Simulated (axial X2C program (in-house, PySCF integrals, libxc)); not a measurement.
**Ionising MoSi**

Computed with an in-house all-electron X2C program for linear molecules (integrals from PySCF), spin-free (one-electron X2C) or two-component (2c: spin–orbit coupling with atomic mean-field Coulomb and Gaunt terms, which also bring small scalar terms), in Dyall basis sets with cores contracted in-house; open shells are unrestricted.

Basis sets: Mo dyall-cv3z, Si dyall-v3z. Frozen shells (counts by l): MoSi Mo 4s3p1d, Si 2s1p, 10 electrons correlated; MoSi⁺ Mo 4s3p1d, Si 2s1p, 9 electrons correlated. Coupled cluster in natural virtuals with an MP2 remainder. Where the outer core of a metal is frozen, bonds come out longer and ionisation energies lower.

```tsv
Hamiltonian	level	MoSi state	Re (Å)	ωe (cm⁻¹)	De (eV)
spin-free	BLYP	M_S = 2, Λ = 1	2.334	384.3	2.60
spin-free	PBE0	M_S = 2, Λ = 1	2.364	320.8	1.90
spin-free	CCSD	M_S = 2, Λ = 1	2.420	294.8	1.50
spin-free	CCSD(T)	M_S = 2, Λ = 1	2.387	316.2	1.72
```

Adiabatic ionisation energy (minimum to minimum, no zero-point term) and constants of MoSi⁺:

```tsv
Hamiltonian	level	MoSi⁺ state	IE (eV)	Re (Å)	ωe (cm⁻¹)	De (eV)	fragments
spin-free	BLYP	M_S = 5/2, Λ = 0	7.09	2.495	321.0	2.79	Mo+ + Si
spin-free	PBE0	M_S = 5/2, Λ = 0	7.00	2.473	321.6	2.09	Mo+ + Si
spin-free	CCSD	M_S = 5/2, Λ = 0	6.74	2.518	299.0	1.62	Mo+ + Si
spin-free	CCSD(T)	M_S = 5/2, Λ = 0	6.83	2.499	313.9	1.78	Mo+ + Si
```

Add the zero-point terms to the ionisation energy at CCSD(T), spin-free, and say whether the electron removed was bonding.

IE0 = IE + (ωe⁺ − ωe)/2 = 6.83 + (0.000) = 6.83 eV. Re changes by 0.112 Å, so the bond lengthens, as on loss of a bonding electron.

Close the cycle De(MoSi⁺) + IE(MoSi) = De(MoSi) + IE(Mo) to find the atomic ionisation energy at CCSD(T), spin-free.

IE(Mo) = 1.78 + 6.83 − 1.72 = 6.89 eV, for the determinants used.

Each entry is the lowest single determinant of a limited PBE0 search at one distance. De goes to single-determinant-based atoms at the same level (for ions the charge split of lowest energy) and is withheld (n/a) where an atom does not fit its ground term or J level. Main or longest-lived isotopes. One determinant is a doubtful description, or other states lie close, for MoSi, MoSi⁺; these need not be ground states, and all values refer to the states named. The functionals have no current term, which raises determinants with orbital currents.
